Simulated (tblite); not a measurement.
Run record: tight-binding relaxation, `N#[C][Ge@H]1[CH2][Se][C@H](C)[CH2]1`.

Computed with GFN2-xTB geometry optimisation, gas phase (tblite 0.8.0). Start geometry: from a force field or distance geometry. The input is one job of a driver script: a line of settings, then coordinates in Å.

Command:
```bash
OMP_NUM_THREADS=1 python probes_run.py task.json out
```

Input:
```
{"job": {"kind": "relax", "xc": "GFN2-xTB", "basis": "xTB"}, "charge": 0, "multiplicity": 1}
C     -1.755200     0.450700     0.749000
C     -1.411700    -0.300800    -0.513200
C     -0.260100    -1.260600    -0.110100
Ge     1.133600    -0.016600     0.412000
C      2.797000    -0.955500     0.445800
N      3.800700    -1.539800     0.441200
C      1.078400     1.287500    -0.993900
Se    -0.640300     0.913800    -1.822700
H     -0.962900     1.176200     1.013200
H     -2.704500     1.043900     0.586900
H     -1.986200    -0.263500     1.558900
H     -2.275500    -0.855200    -0.937600
H     -0.588800    -1.879300     0.737800
H      0.030000    -1.837800    -1.010100
H      0.808800     0.586400     1.816100
H      1.848900     1.137200    -1.743200
H      1.080900     2.325200    -0.640100
```

Problem. What does the run print?

Solution. 
```
step      E/eV     max force
  0    -631.95980    2.289
  1    -632.03460    6.568
  2    -632.20550    1.687
  3    -632.27048    1.047
  4    -632.30336    0.519
  5    -632.34615    0.788
  6    -632.36698    0.580
  7    -632.38673    0.372
  8    -632.40197    0.286
  9    -632.41868    0.409
... (88 lines left out)
 98    -632.53360    0.014
 99    -632.53363    0.016
100    -632.53366    0.024
101    -632.53371    0.025
102    -632.53375    0.017
103    -632.53377    0.013
104    -632.53378    0.010
105    -632.53380    0.011
106    -632.53381    0.012
107    -632.53382    0.005
```

«max force» is the largest atomic force in eV/Å.

Problem. From which step on does the largest force stay under 0.1 eV/Å, and how much energy is left to gain from there?

Solution. From step 42 (0.092 eV/Å), 17.0 meV above the end.

Main results: energy lowered by 13.2 kcal/mol over 107 steps; largest atomic force 0.005 eV/Å at the end.

Problem. Give the final coordinates.

Solution. 0.369 Å rms from the input after alignment:
```
atom  x, y, z in Å
C1    -1.9885    0.5363    0.5883
C2    -1.3499   -0.3484   -0.4661
C3    -0.2725   -1.2454    0.1190
Ge4    1.3120   -0.1024    0.4903
C5     2.9522   -1.0442    0.1520
N6     3.9280   -1.6062   -0.0526
C7     1.0200    1.3296   -0.8587
Se8   -0.5413    0.7646   -1.9163
H9    -1.2288    1.1357    1.0937
H10   -2.7178    1.2079    0.1396
H11   -2.4930   -0.0759    1.3351
H12   -2.1175   -0.9352   -0.9818
H13   -0.6480   -1.7548    1.0075
H14    0.0166   -2.0114   -0.6053
H15    1.4525    0.4248    1.9039
H16    1.8549    1.4366   -1.5498
H17    0.8141    2.3006   -0.4085
```

Problem. How long does this job take on one thread, Intel Xeon at 2.70 GHz (x86_64), shared host?

Solution. About 1.1 s.
Labels such as C1 count atoms from 1, the log's own numbers from 0.
